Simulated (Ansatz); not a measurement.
`C[NH][Al]([CH3])[SiH3]` at its PBE0-D4/def2-TZVP geometry, where that method's forces vanish. Total charge 0; spin multiplicity 1.

```xyz
15

C    -0.8655    2.2386    0.1189
N    -0.1361    1.2014    0.8152
Al    0.2998   -0.4321    0.2806
C     1.3032   -1.5810    1.5005
Si   -0.4017   -1.1200   -1.9711
H    -1.1535    1.8875   -0.8747
H    -1.7867    2.5235    0.6413
H    -0.2680    3.1478   -0.0195
H     0.1444    1.5006    1.7386
H     2.2580   -1.8848    1.0595
H     0.7525   -2.5023    1.7162
H     1.5182   -1.0910    2.4541
H     0.7702   -1.4961   -2.8172
H    -1.2841   -2.3240   -1.9237
H    -1.1508   -0.0679   -2.7187
```

Q: What forces (eV/Å) does PBE-D4/def2-TZVPP give on these atoms in Ansatz? (An estimate is asked.)

A: Ansatz gave: 
```
C1  -0.053  0.079 -0.048
N2  -0.003 -0.064 -0.067
Al3  0.025 -0.225 -0.155
C4  -0.032  0.043 -0.032
Si5  0.030  0.061  0.126
H6  -0.060 -0.068 -0.202
H7  -0.193  0.073  0.101
H8   0.111  0.198 -0.032
H9   0.106  0.099  0.337
H10  0.174 -0.056 -0.078
H11 -0.098 -0.168  0.041
H12  0.043  0.089  0.183
H13  0.106 -0.040 -0.086
H14 -0.083 -0.116 -0.004
H15 -0.075  0.095 -0.083
```
